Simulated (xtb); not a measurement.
N-methylbuta-2,3-dien-1-amine (C₅H₉N), SMILES C=C=CCNC. All values are semi-empirical tight-binding results from xtb (GFN2-xTB unless named), good for trends rather than for accurate numbers. Coordinates come from a GFN2-xTB optimisation. One conformer was computed; it need not be the lowest.

Computed properties:
```json
{
 "orbital_gap": "4.44 eV",
 "dipole_moment": "1.09 D",
 "zero_point_energy": "79.3 kcal/mol",
 "G − E(el) at 298.15 K (modified RRHO)": "59.4 kcal/mol",
 "static polarisability (D4 model)": "69.4 bohr³",
 "solvation energy, GFN2-xTB/ALPB(water)": "-2.0 kcal/mol",
 "solvation energy, GFN2-xTB/ALPB(methanol)": "-5.6 kcal/mol"
}
```

Computed IR lines (harmonic; lines under 4 % of the strongest left out, lines within 3 cm⁻¹ merged):
ν (cm⁻¹): 820 (s), 848 (m), 854 (w), 936 (w), 987 (w), 1139 (w), 1157 (w), 1165 (w), 1225 (w), 1295 (w), 1399 (m), 1420 (w), 1489 (w), 2097 (vs), 2805 (s), 2848 (vs), 2914 (m), 2999 (m), 3023 (m), 3050 (m), 3071 (m), 3077 (m), 3348 (w) (against the strongest line: vs over 80 %, s over 45 %, m over 15 %, w over 4 %, vw less)
